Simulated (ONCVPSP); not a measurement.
**What one change does to a pseudopotential (Tb (Z = 65), ONCV)**

Tb (Z = 65), optimised norm-conserving Vanderbilt (ONCV), made with ONCVPSP 4.0.1 (PBE, scalar-relativistic). Core [Kr] 4d10 4f8, reference 5s2 5p6 5d1 6s1 (charge +1). Waves: 5s+6s: rc 2.25 bohr, ncon 4, nbas 7, qcut 6.6 1/bohr, 3 projectors, debl 0.7 Ha; 5p: rc 2.55 bohr, ncon 4, nbas 7, qcut 5.9 1/bohr, 2 projectors, debl 1.7 Ha; 5d: rc 2.15 bohr, ncon 4, nbas 7, qcut 4.4 1/bohr, 2 projectors, debl 1.9 Ha. Local part: polynomial inside 1.35 bohr (lpopt 5, dvloc0 0 Ha). Core correction: polynomial model core, fcfact 0.35.

All-electron outer shells of the reference configuration (PBE, scalar-relativistic, ld1.x):

| shell | level (eV) | outermost node (bohr) | outermost maximum (bohr) |
| --- | --- | --- | --- |
| 5s | -57.67 | 0.64 | 1.18 |
| 5p | -34.28 | 0.69 | 1.33 |
| 4f | -15.36 | – | 0.55 |
| 6s | -9.40 | 1.57 | 3.16 |
| 5d | -8.34 | 0.77 | 1.89 |

Change: core correction Teter function, fcfact 5.5, rcfact 1.1.

Cutoffs: the cutoffs (Ha) at which the residual kinetic energy of the hardest occupied pseudo-wave falls to 1 and 0.1 mHa per electron; they do not see the model core or the augmentation charge, which bear on the density cutoff. Errors are all-electron minus pseudo energies relative to the spin-unpolarised reference configuration.

Task: What does the change do?

Result: The potential gets neither clearly harder nor softer (13 Ha and 15 Ha → 13 Ha and 15 Ha); of the 4 tests that both files solve, the error grows in 2 and shrinks in 2 by more than 15 % and 0.3 meV (median size 5.7 → 7.9 meV); neither file shows a bound ghost. A model core, the more so a compact one, raises the density cutoff, which this test does not measure.

```tsv
quantity	base	changed
cutoff, loose	13 Ha	13 Ha
cutoff, tight	15 Ha	15 Ha
bound ghosts	none	none
GHOST(+) flags under 300 eV	s at 157.9 eV	s at 157.9 eV
error for 5s2 5p6 5d1 6s2, meV [ΔE -6.74 eV]	-0.7	+6.8
error for 5s2 5p6 5d1 6s0, meV [ΔE 12.26 eV]	-11	+9.1
error for 5s2 5p6 5d0 6s0, meV [ΔE 32.15 eV]	-101	-24
error for 5s2 5p6 5d1 6s1.5, meV [ΔE -4.02 eV]	+0.2	+2.8
s: phases at 2.28 bohr within 0.05 rad from the reference energy up to (Ha; the scan ends near 5)	to the end of the scan	to the end of the scan
p: phases at 2.58 bohr within 0.05 rad from the reference energy up to (Ha; the scan ends near 5)	3.5	3.5
d: phases at 2.18 bohr within 0.05 rad from the reference energy up to (Ha; the scan ends near 5)	to the end of the scan	to the end of the scan
rms error of d²Exc/dni dnj with the model core, mHa	0.75	2.03
```
